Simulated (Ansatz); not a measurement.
**A correction line for PBE-D4/def2-TZVPP: atomisation energy**

The atomisation energy (no zero-point term) in kJ/mol of 7 molecular compounds of Si: x at PBE-D4/def2-TZVPP, y at CCSD(T)/CBS estimate. Shapes, held fixed at every level: PBE0-D4/def2-TZVP. Flexible molecules stand in one conformer, not always the lowest. Programs: Ansatz 0.2.0.

```
                               molecule  x (kJ/mol)  y (kJ/mol)
                               Si(OH)Cl        1436        1412
                                Si(SH)2        1487        1454
                             Si(OH)(SH)        1708           ?
          Si2H4O2 (SMILES O[Si]O[SiH3])        2907        2923
Si3NH6Cl (SMILES [SiH3]N([SiH3])[Si]Cl)        3497        3516
    Si3H6O2 (SMILES [SiH3]O[Si]O[SiH3])        3849        3900
             C3H8Si (SMILES CC(C)[SiH])        4436        4367
```

Task: Fit y = c + s·x to the known rows and predict y for Si(OH)(SH).

Result: 
1. Means of the 6 rows: x = 2935.33, y = 2928.7.
2. Σ(Δx)² = 7748729, Σ(Δx·Δy) = 7785778, so the slope is 7785778/7748729 = 1.0048.
3. Intercept: 2928.7 − (1.0048) × 2935.33 = -20.7. The largest residual of the fit is 70.
4. Si(OH)(SH): -20.7 + 1.0048 × 1708 = 1695 kJ/mol.

CCSD(T)/CBS estimate gives 1681 kJ/mol, so the prediction is off by +14 kJ/mol, within the largest residual. Uncorrected, PBE-D4/def2-TZVPP misses Si(OH)(SH) by +27 kJ/mol, and the other rows by 35 on average. The line removes about 45 % of this miss, partly by chance. Left out in turn, the other rows are missed by 52 kJ/mol on average, worse than no correction. The CBS estimate extrapolates MP2 from def2-TZVPP and def2-QZVPP and adds CCSD(T) − MP2 in the triple-zeta set, cores frozen.
